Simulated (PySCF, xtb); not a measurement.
FH6NSi2, SMILES N[SiH2][SiH2]F. One conformer was computed; it need not be the lowest.

Harmonic wavenumbers (cm⁻¹) from GFN2-xTB (xtb 6.7.1) at its own minimum, in rising order: 12, 113, 162, 195, 372, 429, 455, 538, 604, 616, 710, 717, 760, 781, 816, 820, 889, 1527, 2206, 2212, 2240, 2274, 3469, 3500.

Problem. What does PBE0-D3(BJ)/def2-SVP (PySCF 2.14.0) give at its own minimum? (Estimate from the structure and the level; the computed values follow.)

Solution. 53, 106, 141, 186, 400, 416, 443, 528, 703, 738, 834, 843, 845, 892, 910, 925, 949, 1549, 2205, 2216, 2221, 2228, 3601, 3698. Paired by order, the mean absolute difference is 62 cm⁻¹ and the zero-point energies are 37.8 and 39.5 kcal/mol.
